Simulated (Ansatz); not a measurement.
```yaml
crystal:
  periodic: [false, false, false]
  atoms:
    - {symbol: O, position_ang: [1.479200, -0.097142, 2.905910]}
    - {symbol: Al, position_ang: [0.058062, -0.821860, 1.801970]}
    - {symbol: F, position_ang: [-1.598533, -1.118886, 2.788637]}
    - {symbol: O, position_ang: [-0.308520, 0.828759, 1.347341]}
    - {symbol: C, position_ang: [-0.649134, 1.246655, 0.241878]}
    - {symbol: C, position_ang: [-1.021926, 2.366886, -0.620243]}
    - {symbol: F, position_ang: [-1.181243, 2.460727, -1.850197]}
    - {symbol: F, position_ang: [-2.528861, 2.621505, 0.029950]}
    - {symbol: F, position_ang: [-0.281497, 3.681314, -0.272053]}
    - {symbol: C, position_ang: [0.068460, 0.273559, -1.085002]}
    - {symbol: C, position_ang: [0.279701, -1.117270, -0.498094]}
    - {symbol: C, position_ang: [0.573892, -2.030417, -1.541887]}
    - {symbol: F, position_ang: [0.505722, -1.811872, -2.912643]}
    - {symbol: F, position_ang: [0.212758, -3.381294, -1.489426]}
    - {symbol: F, position_ang: [2.055576, -2.313973, -1.555600]}
    - {symbol: O, position_ang: [0.115199, -1.463266, 0.546992]}
    - {symbol: H, position_ang: [1.759204, -0.082542, 3.935722]}
    - {symbol: H, position_ang: [-0.178027, 0.391217, -2.144453]}
basis:
  gaussian: {orbitals: def2-mTZVP}
total_charge: -3
magnetization: {spin_polarized: true, initial_magnetization: 1}
hamiltonian: {xc: {name: B3LYP5}}
output: {forces: true}
```

```sh
$ ansatz run in.yaml --threads 11 --pin off --events-out ev --progress --plain --max-ram 110592MiB --backend cuda --devices 0, --max-vram 75GiB
```

Output, abridged:

```
Functional definition: B3LYP5
2713 factors; their error is unknown
mean field evaluation 1: about -36934.6808 eV, gradient 6.6e1 eV
mean field evaluation 2: about -36426.7256 eV, gradient 2.3e2 eV
mean field evaluation 4: about -36953.4099 eV, gradient 3.2e1 eV
mean field evaluation 8: about -36959.3190 eV, gradient 2.7e0 eV
mean field evaluation 16: about -36959.3800 eV, gradient 7.2e-2 eV
mean field evaluation 32: about -36959.4719 eV, gradient 8.1e-4 eV
mean field -36959.47185039 eV, -1358.2355384721 hartree, gradient 8.5e-6 eV, S^2 0.756041; 5 other end points of the search recorded, 0 dependent functions left out
reference -36959.47221690 eV, -1358.2355519412 hartree; 68, 67 occupied and 260, 261 virtual orbitals, 2713 factors
Total energy: -36959.47221690 eV, -1358.2355519412 hartree
Atom 0 at     1.479200    -0.097142     2.905910 Å, force     0.245056    -0.759002     1.632805 eV/Å
Atom 1 at     0.058062    -0.821860     1.801970 Å, force    -0.986855     8.614671    20.577768 eV/Å
Atom 2 at    -1.598533    -1.118886     2.788637 Å, force     1.534765    -0.265524    -0.931425 eV/Å
Atom 3 at    -0.308520     0.828759     1.347341 Å, force     0.211032     1.748253     4.358724 eV/Å
Atom 4 at    -0.649134     1.246655     0.241878 Å, force     0.521873    -0.682840   -12.952505 eV/Å
Atom 5 at    -1.021926     2.366886    -0.620243 Å, force     1.585910    -2.250160     9.728759 eV/Å
Atom 6 at    -1.181243     2.460727    -1.850197 Å, force    -0.655102    -0.206819    -4.104110 eV/Å
Atom 7 at    -2.528861     2.621505     0.029950 Å, force    -0.397161     1.793791    -0.591631 eV/Å
Atom 8 at    -0.281497     3.681314    -0.272053 Å, force    -0.963345     0.961029    -0.106272 eV/Å
Atom 9 at     0.068460     0.273559    -1.085002 Å, force    -1.313206    -1.203451     4.771029 eV/Å
Atom 10 at     0.279701    -1.117270    -0.498094 Å, force     1.220624     8.380737   -23.972358 eV/Å
Atom 11 at     0.573892    -2.030417    -1.541887 Å, force     1.502521    -1.268426    -1.091249 eV/Å
Atom 12 at     0.505722    -1.811872    -2.912643 Å, force    -0.990821     1.303891    -0.073614 eV/Å
Atom 13 at     0.212758    -3.381294    -1.489426 Å, force    -1.051456    -0.738276     0.940059 eV/Å
Atom 14 at     2.055576    -2.313973    -1.555600 Å, force     2.160347    -0.493009     0.177412 eV/Å
Atom 15 at     0.115199    -1.463266     0.546992 Å, force    -1.923162   -14.302302     3.699276 eV/Å
Atom 16 at     1.759204    -0.082542     3.935722 Å, force    -0.971920    -0.466030    -2.412660 eV/Å
Atom 17 at    -0.178027     0.391217    -2.144453 Å, force     0.270900    -0.166533     0.349992 eV/Å
Dipole moment:    -0.422245    -0.210855    -2.175987 e Å
```

Task: Something in this input is off. What?

Result: The charge is far from anything that the molecule holds. The calculation finished and met its thresholds. The result belongs to that input, not to the molecule as meant.

B3LYP here is the variant with VWN-RPA as its local correlation; programs differ in this.
